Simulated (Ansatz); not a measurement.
Input file for Ansatz (a program for electronic structure): R-B3LYP/def2-TZVPP on HKO (SMILES [OH][K]), atoms moved off the minimum.

Ansatz 0.2 input:
```yaml
crystal:
  periodic: [false, false, false]
  atoms:
    - {symbol: K, position_ang: [-0.31904024, 0.00265651, -0.85175788]}
    - {symbol: O, position_ang: [-0.04029495, -0.04250137, 1.45312132]}
    - {symbol: H, position_ang: [-0.01039380, 0.03671188, 2.42311908]}
basis:
  gaussian:
    orbitals: def2-TZVPP
hamiltonian:
  xc: {name: B3LYP}
scf: {lower_state_search: off}
output: {forces: true}
```

The head of its log:

```
WARN ansatz: RAYON_NUM_THREADS=1 ignored (pool sized by the plan → 1); use --threads N
Functional definition: B3LYP
these checks for a lower state are left out or cut short: stability, starts, cluster_reference, orbital_swaps, neighbouring_geometries, increment
integrals: 0.02 GiB planned
535 factors; their error is unknown
mean field: 0.17 GiB planned
mean field evaluation 1: about -18380.4976 eV, gradient 7.2e1 eV
mean field evaluation 2: about -18224.7809 eV, gradient 1.7e2 eV
```

Predict the final total energy.

-675.8156 hartree.
